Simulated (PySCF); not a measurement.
3-fluoropenta-1,4-diyne (C5H3F), SMILES C#CC(C#C)F.

The structure is a stationary point at B3LYP-D3(BJ)/def2-SVP.

Two levels are set side by side: TDDFT-PBE/def2-SVPD (PySCF) and TDDFT-PBE0/def2-SVPD (PySCF). Vertical, same geometry. The lowest singlet is HOMO→LUMO 76 %, HOMO−2→LUMO 22 % with PBE and HOMO→LUMO 68 %, HOMO−2→LUMO 23 % with the other functional; states are paired by order. Differences are taken from unrounded values.

| quantity | TDDFT-PBE |
|---|---|
| lowest singlet excitation (eV) | 5.46 |
| lowest triplet excitation (TDA) (eV) | 4.75 |
| first bright state (f over 0.05) (eV) | 6.71 |
| its oscillator strength | 0.05 |

### Question
These are the TDDFT-PBE values. What does TDDFT-PBE0 give? (The exact figures need the calculation; the answer reports its results.)

### Answer

```json
[
 {"quantity": "lowest singlet excitation (eV)", "TDDFT-PBE0": "5.86", "TDDFT-PBE minus TDDFT-PBE0": "-0.41"},
 {"quantity": "lowest triplet excitation (TDA) (eV)", "TDDFT-PBE0": "4.89", "TDDFT-PBE minus TDDFT-PBE0": "-0.13"},
 {"quantity": "first bright state (f over 0.05) (eV)", "TDDFT-PBE0": "7.73", "TDDFT-PBE minus TDDFT-PBE0": "-1.02"},
 {"quantity": "its oscillator strength", "TDDFT-PBE0": "0.15", "TDDFT-PBE minus TDDFT-PBE0": "-0.10"}
]
```

Functionals without exact exchange tend to place singlet excitations lower, as here. Differences between two approximate levels are no errors against the true value.

Rough cost on one machine, each run with all the roots and properties that it gave: TDDFT-PBE0 against TDDFT-PBE about 4 times.
